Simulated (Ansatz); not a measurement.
`S[SiH2][GeH3]` + `NC1=C[SiH2]1` → `[GeH3][NH]C1=C[SiH2]1` + `[SiH3]S` at 700 K and 1 bar (cleavage of the Ge–Si bond).

Calculated with Ansatz (gas phase, PBE0-D4/def2-TZVP geometries, no zero-point term in ΔE). CCSD(T)/CBS is the MP2 limit (def2-TZVPP, def2-QZVPP) plus CCSD(T) − MP2 in def2-TZVPP, frozen cores. For Ge outer-core shells are correlated without core-valence functions, which leaves a few kJ/mol of doubt a bond. Scalar relativity is left out up to krypton. One conformer a species, not always the lowest.

```tsv
species	CCSD(T)/CBS energy (Eh)	H − E (kJ/mol)	S (J/(mol·K))
`S[SiH2][GeH3]`	-2766.59259	204.9	458.9
`NC1=C[SiH2]1`	-422.82137	232.2	391.5
`[GeH3][NH]C1=C[SiH2]1`	-2500.13796	293.6	502.9
`[SiH3]S`	-689.27336	135.5	340.5
```

H − E and S are ideal-gas, rigid-rotor, harmonic terms from PBE0-D4/def2-TZVP, for one conformer and one mirror image of each species. 1 Eh = 2625.50 kJ/mol, R = 8.31446 J/(mol·K).

Problem. By hand: ΔE, ΔH, ΔS and ΔG.

Solution. ΔE = (-2500.13796) + (-689.27336) − (-2766.59259) − (-422.82137) = 0.00264 Eh = 6.9 kJ/mol. Δ(H − E) = 293.6 + 135.5 − 204.9 − 232.2 = -8.0, so ΔH = -1.1 kJ/mol. ΔS = 502.9 + 340.5 − 458.9 − 391.5 = -7.0 J/(mol·K). ΔG = -1.1 − 700 × (-7.0)/1000 = 3.8 kJ/mol.

Problem. By hand: the equilibrium constant, and the temperature at which ΔG would vanish if ΔH and ΔS stayed fixed.

Solution. log₁₀ K = −ΔG/(RT ln 10) = -0.3. ΔG = 0 at ΔH/ΔS = 157 K, though so small a ΔH makes that figure unsure.

TΔS isn't small against ΔH here. The sign of ΔG lies within the doubt. A doubt of 5 kJ/mol in ΔE shifts log₁₀ K by 0.4 here. Other conformers and mirror images would add mixing entropy, several J/(mol·K) or more a flexible species. These are equilibria of isolated gas molecules and say nothing of rates. Largest T1 diagnostic: 0.013 (customary marks: 0.02 for closed shells, 0.045 for open ones).
